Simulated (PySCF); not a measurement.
[Yb(OH)2]+ at several levels of theory

Computed with PySCF 2.14.0 (density fitting, no spin-orbit coupling) at the geometry relaxed with PBE0:

```xyz
5
[Yb(OH)2]+ (singlet in the valence; each metal's 4f electrons, 13 of them, lie in its core potential, out of spins and levels)
Yb    0.0000    0.0000   -0.5166
O     1.6220   -0.0349    0.5011
H     2.2969   -0.0500    1.1861
O    -1.6220    0.0349    0.5011
H    -2.2969    0.0500    1.1861
```

```tsv
level	basis	state	HOMO (eV)	gap (eV)	charge on Yb1 (e)	population of f-type functions on Yb1 (polarisation alone where 4f lies in the core)	dipole about the centre of mass (D)	largest force component (eV/Å)
PBE0	Yb lcecp-1-SVP with ECP59, O def2-SVP, H def2-SVP	singlet	-13.80	6.42	1.38	0.06	2.37	0.01
BP86	the same	singlet	-12.30	4.33	1.24	0.06	1.99	0.45
PBE0	Yb lcecp-1-TZVP with ECP59, O def2-TZVP, H def2-TZVP	singlet	-13.84	6.49	1.79	0.06	2.56	0.18
```

In the lcecp rows the 4f levels are missing from HOMO and gap, and the state counts the valence alone.

Charges are Mulliken's, which hang on the basis. The relaxation used the grid (50, 194), these runs (75, 302) or, all-electron (x2c bases, spin-free X2C Hamiltonian), (99, 590).

**Question.** What does revPBE with Yb lcecp-1-SVP with ECP59, O def2-SVP, H def2-SVP give here?

**Answer.** state singlet, HOMO (eV) -12.14, gap (eV) 4.08, charge on Yb1 (e) 1.24, population of f-type functions on Yb1 (polarisation alone where 4f lies in the core) 0.06, dipole about the centre of mass (D) 2.03, largest force component (eV/Å) 0.55. Time: 4.1 s on 2 threads of AMD EPYC 7R43 64-Core Processor (Zen 3), on a shared host, from an already converged density.

In the first row's basis the gap widens with exact exchange: 4.1 to 4.3 eV for revPBE, BP86 (none); 6.4 eV for PBE0 (a fixed share).

An lcecp potential fixes the number of 4f electrons, so in runs with it no electron can move into or out of that shell.
